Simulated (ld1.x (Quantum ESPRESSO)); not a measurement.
What the settings do to the PAW potential of boron (B)

Base potential:

B (Z = 5), PAW, made with ld1.x (Quantum ESPRESSO) 7.5 (PBE, non-relativistic). Core none, reference 1s2 2s1 2p2. Waves: 1s (bound): rcut 0.65, rcutus 0.75 bohr; 2s (bound): rcut 0.65, rcutus 0.75 bohr; 2p (bound): rcut 2.10, rcutus 2.75 bohr; 2p channel at 0.2 Ry: rcut 2.10, rcutus 2.75 bohr. Local part: all-electron potential smoothed inside 0.80 bohr (lloc = -1). Core correction: none. Augmentation charge: PSQ, inside the norm-conserving radii.

Cutoffs, loose and tight: the cutoffs (Ry, on a coarse ladder) from which the occupation-weighted sum of valence levels, in a spherical-Bessel basis at the reference potential, stays within 10 and 1 mRy of its value at 400 Ry. They do not see the model core or the augmentation charge, which bear on the density cutoff. Test errors are all-electron minus pseudo excitation energies from the reference, over the configurations 1s2 2s2 2p1; 1s2 2s2 2p0; 1s2 2s1 2p0; 1s2 2s0 2p3; 1s2 2s2 2p0.5; 1s1 2s2 2p1; 1s2 2s2 2p1.3. A dash means not determined; rows that change the core or the reference have their own tests. The largest error is taken over the tests solved by every variant that gives reliable tests at all: 1s2 2s1 2p0; 1s2 2s2 2p0; 1s2 2s2 2p0.5; 1s2 2s2 2p1.

Cutoffs are not given where the Bessel-basis levels miss the radial ones by over 6 mRy, ghosts where they miss by over 20 mRy; a channel whose overlap is not positive is not tested.

A file whose overlap is not positive is unfit for use, and its test errors describe a broken file.

```tsv
change	outcome	cutoff, loose	cutoff, tight	bound ghosts	largest test error (meV)
base	generated	160 Ry	230 Ry	none	+12
local potential all-electron potential smoothed inside 1.05 bohr (lloc = -1)	generated	160 Ry	230 Ry	none	the test run stopped at the reference configuration (negative rho)
local potential all-electron potential smoothed inside 2.82 bohr (lloc = -1)	generated	160 Ry	230 Ry	none	test run stopped at test 2 of 7 (negative rho), 1 before it not solved
reference 1s2 2s2 2p1	generated	180 Ry	300 Ry	none	+5.8
wave 2p channel at 0.2 Ry: rcut 2.10, rcutus 2.75 bohr becomes 2p channel at 0.85 Ry: rcut 2.10, rcutus 2.75 bohr	generated, overlap not positive	–	–	not determined (overlap not positive)	-13
functional Wu–Cohen	generated	160 Ry	230 Ry	none	test run stopped at test 2 of 7 (negative rho), 1 before it not solved
all radii scaled by about 1.27 (s 0.96, p 3.50 bohr, rcut 0.82/2.68); local potential all-electron potential smoothed inside 1.02 bohr (lloc = -1)	generated, overlap not positive	–	–	not determined (overlap not positive)	the test run stopped at the reference configuration (negative rho)
waves 1s (bound): rcut 0.46, rcutus 0.48 bohr; 2s (bound): rcut 0.46, rcutus 0.48 bohr	generated	230 Ry	over 300 Ry	none	+29
type TM; waves now 2p (bound): rc 2.75 bohr; 1s (bound): rc 0.75 bohr; local potential the s channel	generated, misses its reference levels by 1.07 eV	230 Ry	over 300 Ry	none	-1190
augmentation GAUSS, radius 0.50 bohr	generated	160 Ry	230 Ry	none	+196
waves 2p (bound): rcut 2.10, rcutus 2.52 bohr; 2p channel at 0.2 Ry: rcut 2.10, rcutus 2.52 bohr	generated	160 Ry	230 Ry	none	-22
local potential all-electron potential smoothed inside 2.88 bohr (lloc = -1)	generated	160 Ry	230 Ry	none	test run stopped at test 2 of 7 (negative rho), 1 before it not solved
```

Q: What comes out with this change to the base: core [He], valence charge 3; reference 2s1 2p0; waves now 2s (bound): rcut 0.95, rcutus 1.25 bohr; 2s channel at 0.4 Ry: rcut 0.95, rcutus 1.25 bohr; 2p (bound): rcut 3.25, rcutus 3.55 bohr; 2p channel at 0.2 Ry: rcut 3.25, rcutus 3.55 bohr; local potential all-electron potential smoothed inside 1.80 bohr (lloc = -1); core correction a·sin(br)/r model core, default radius (ld1.x builds one for every PAW set, though the input has nlcc=.false.)?

A: outcome: generated; cutoff, loose: 18 Ry; cutoff, tight: 25 Ry; bound ghosts: none; largest test error (meV): -11684 over the solved tests; 3 of 7 tests not solved or not reliable.
